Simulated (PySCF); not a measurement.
C4H9 (SMILES C[C-](C)C), charge -1, singlet, geometry from GFN2-xTB; PySCF with R2SCAN/STO-3G.

The PySCF input:
```python
from pyscf import gto, scf, dft

mol = gto.M(
    atom='''
C     0.00366132   -0.00257993    0.50987381
C     0.00604899    1.42125247   -0.05700883
H    -0.00171725    1.48743097   -1.17683124
H    -0.87186003    1.98005613    0.29102195
H     0.89392380    1.97203055    0.27830152
C     1.22682796   -0.71573222   -0.07658806
H     1.27104904   -0.74055799   -1.19724426
H     2.15487708   -0.23527963    0.25807796
H     1.26497933   -1.76050060    0.25675066
C    -1.23425894   -0.70454644   -0.05885878
H    -1.29484415   -0.72889586   -1.17875997
H    -1.27709886   -1.74894672    0.27506338
H    -2.15298495   -0.21570016    0.28911112
''',
    basis='sto-3g',
    charge=-1,
    verbose=4,
    symmetry=True,
)

mf = dft.RKS(mol)
mf.xc = 'r2scan'
mf.irrep_nelec = {"A'": 24, 'A"': 10}
mf.kernel()
mf.analyze()
```

What does PySCF print? Leave out banner, timings and long lists.


```
PySCF version 2.14.0

[INPUT] verbose = 4
[INPUT] num. atoms = 13
[INPUT] num. electrons = 34
[INPUT] charge = -1
[INPUT] spin (= nelec alpha-beta = 2S) = 0
[INPUT] symmetry True subgroup None
[INPUT] Mole.unit = angstrom
[INPUT] Symbol           X                Y                Z      unit          X                Y                Z       unit  Magmom
[...]
nuclear repulsion = 125.790992574556
point group symmetry = C3v, use subgroup Cs
symmetry origin: [-5.72644262e-10 -1.71793301e-09 -2.29057712e-09]
symmetry axis x: [ 0.86370341 -0.50392443 -0.00875195]
symmetry axis y: [ 0.00718057 -0.00505974  0.99996142]
symmetry axis z: [-5.03949268e-01 -8.63732928e-01 -7.51652887e-04]
num. orbitals of irrep A' = 18
num. orbitals of irrep A" = 11
number of shells = 21
number of NR pGTOs = 87
number of NR cGTOs = 29
basis = sto-3g
ecp = {}

******** <class 'pyscf.dft.rks_symm.SymAdaptedRKS'> ********
method = SymAdaptedRKS
initial guess = minao
damping factor = 0
level_shift factor = 0
DIIS = <class 'pyscf.scf.diis.CDIIS'>
diis_start_cycle = 1
diis_space = 8
diis_damp = 0
SCF conv_tol = 1e-09
SCF conv_tol_grad = None
SCF max_cycles = 50
direct_scf = True
direct_scf_tol = 1e-13
XC library pyscf.dft.libxc version 7.1.2
    S. Lehtola, C. Steigemann, M. J. T. Oliveira, and M. A. L. Marques,  SoftwareX 7, 1–5 (2018)
XC functionals = r2scan
    J. W. Furness, A. D. Kaplan, J. Ning, J. P. Perdew, and J. Sun,  J. Phys. Chem. Lett. 11, 8208–8215 (2020)
    J. W. Furness, A. D. Kaplan, J. Ning, J. P. Perdew, and J. Sun,  J. Phys. Chem. Lett. 11, 9248–9248 (2020)
    J. W. Furness, A. D. Kaplan, J. Ning, J. P. Perdew, and J. Sun,  J. Phys. Chem. Lett. 11, 8208–8215 (2020)
    J. W. Furness, A. D. Kaplan, J. Ning, J. P. Perdew, and J. Sun,  J. Phys. Chem. Lett. 11, 9248–9248 (2020)
radial grids:
    Treutler-Ahlrichs [JCP 102, 346 (1995); DOI:10.1063/1.469408] (M4) radial grids

becke partition: Becke, JCP 88, 2547 (1988); DOI:10.1063/1.454033
pruning grids: <function nwchem_prune>
grids dens level: 3
symmetrized grids: True
atomic radii adjust function: <function treutler_atomic_radii_adjust>
small_rho_cutoff = 0
Freeze 34 electrons in irreps ["A'", 'A"']
    0 free electrons in irreps
Set gradient conv threshold to 3.16228e-05
Initial guess from minao.
tot grids = 144744
init E= -155.688121572147
HOMO (A') = 0.271669016348555  LUMO (A") = -0.328674879109911  gap/eV = -16.33619

WARN: A' HOMO 0.271669016348555 > system LUMO -0.328674879109911

[...]
HOMO (A') = 0.620786619592566  LUMO (A") = 0.0167895753717434  gap/eV = -16.43560

WARN: A' HOMO 0.620786619592566 > system LUMO 0.0167895753717434

WARN: A" LUMO 0.0167895753717434 < system HOMO 0.620786619592566

cycle= 10 E= -154.45140069926  delta_E= -7.19e-07  |g|= 0.0001  |ddm|= 0.0109
HOMO (A') = 0.620788344668581  LUMO (A") = 0.0167938248273136  gap/eV = -16.43553

WARN: A' HOMO 0.620788344668581 > system LUMO 0.0167938248273136

WARN: A" LUMO 0.0167938248273136 < system HOMO 0.620788344668581

cycle= 11 E= -154.451400707582  delta_E= -8.32e-09  |g|= 1.63e-05  |ddm|= 0.00158
HOMO (A') = 0.620788917665304  LUMO (A") = 0.0167956826590646  gap/eV = -16.43549

WARN: A' HOMO 0.620788917665304 > system LUMO 0.0167956826590646

WARN: A" LUMO 0.0167956826590646 < system HOMO 0.620788917665304

cycle= 12 E= -154.451400707692  delta_E= -1.1e-10  |g|= 5.63e-06  |ddm|= 8.36e-05
HOMO (A') = 0.620789312648136  LUMO (A") = 0.016795891626874  gap/eV = -16.43550

WARN: A' HOMO 0.620789312648136 > system LUMO 0.016795891626874

WARN: A" LUMO 0.016795891626874 < system HOMO 0.620789312648136

Extra cycle  E= -154.45140070724  delta_E= 4.52e-10  |g|= 2.72e-05  |ddm|= 0.000286
converged SCF energy = -154.45140070724
**** SCF Summaries ****
Total Energy =                        -154.451400707239941
Nuclear Repulsion Energy =             125.790992574556086
One-electron Energy =                 -465.507143071208191
Two-electron Energy =                  185.264749789412178
Two-electron Coulomb Energy =          210.754813826387476
DFT Exchange-Correlation Energy =      -25.490064036975294
HOMO-LUMO gap [eV] =                   -16.435498132949938
Wave-function symmetry = A'
occupancy for each irrep:     A'   A"
                              12    5
**** MO energy ****
[...]
 ** Mulliken pop on meta-lowdin orthogonal AOs  **
 ** Mulliken pop  **
[...]
 ** Mulliken atomic charges  **
charge of    0C =     -0.24579
charge of    1C =     -0.03794
charge of    2H =     -0.03273
charge of    3H =     -0.12506
charge of    4H =     -0.06758
charge of    5C =     -0.20592
charge of    6H =     -0.05185
charge of    7H =      0.01509
charge of    8H =      0.01509
charge of    9C =     -0.03794
charge of   10H =     -0.03273
charge of   11H =     -0.06758
charge of   12H =     -0.12506

WARN: System has nonzero charge -1; the dipole moment is origin-dependent.
Location of origin: [0. 0. 0.]

Dipole moment(X, Y, Z, Debye):  1.02522, -0.59677, -1.60656
```
